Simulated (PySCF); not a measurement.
CaCl, SMILES [Cl][Ca+], charge +1.

Coordinates come from a PBE0-D3(BJ)/def2-TZVPD optimisation. The spin state was assumed, not searched.

Two levels are set side by side: PBE/def2-TZVPD (PySCF) and HF/def2-TZVPD (PySCF). Same geometry, gas phase. Differences are taken from unrounded values.

```
quantity                         HF
---------------------------  ------
orbital gap (eV)              10.43
highest occupied level (eV)  -15.86
lowest empty level (eV)       -5.43
mean polarisability (bohr³)    25.9
```

Question: What does PBE give, and how far is it from HF? (An estimate is asked for; the answer gives what the named calculation found.)

Answer: 
```json
[
 {"quantity": "orbital gap (eV)", "PBE": "3.88", "PBE minus HF": "-6.55"},
 {"quantity": "highest occupied level (eV)", "PBE": "-11.84", "PBE minus HF": "4.03"},
 {"quantity": "lowest empty level (eV)", "PBE": "-7.96", "PBE minus HF": "-2.53"},
 {"quantity": "mean polarisability (bohr³)", "PBE": "30.8", "PBE minus HF": "4.9"}
]
```

PBE's occupied levels lie high since its potential decays too fast outside the molecule; exact exchange lowers them and widens the gap. PBE's more diffuse valence density responds more strongly to a field. Differences between two approximate levels are no errors against the true value.
